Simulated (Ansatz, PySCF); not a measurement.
Si(OSiH3)(H)(F)(Me) (CH7FOSi2), SMILES C[SiH](F)O[SiH3].

Geometry: PBE0-D3(BJ)/def2-SVP. The values are those of a single conformer.

Vertical ionisation energy (IE) and electron affinity (EA) in eV. Rows of orbital energies are one-electron estimates. Where ΔSCF, EOM or ADC give a negative EA the extra electron is unbound and the value depends on the basis.

```tsv
level	IE	EA
−ε(HOMO), −ε(LUMO), r2SCAN/def2-TZVP (PySCF)	7.62	0.33
−ε(HOMO), −ε(LUMO), PBE/def2-TZVP (PySCF)	[?]	[?]
ΔSCF, PBE0/def2-TZVPD (Ansatz), final states of multiplicity 2 and 2	10.60	-1.00
ΔSCF, PBE/def2-TZVPD (Ansatz), final states of multiplicity 2 and 2	10.07	-0.82
```

Q: Some entries are withheld; supply them. (Estimate from the structure and the level; the computed values follow.)

A: 
- −ε(HOMO), −ε(LUMO), PBE/def2-TZVP (PySCF), IE: 7.27
- −ε(HOMO), −ε(LUMO), PBE/def2-TZVP (PySCF), EA: 0.77

Q: What vertical singlet–triplet gap does ΔSCF give with PBE0/def2-TZVPD (Ansatz, an electronic-structure program) and with PBE/def2-TZVPD (Ansatz)? (The exact figures need the calculation; the answer reports its results.)

A: 6.95 and 6.33 eV (triplet above singlet where positive).
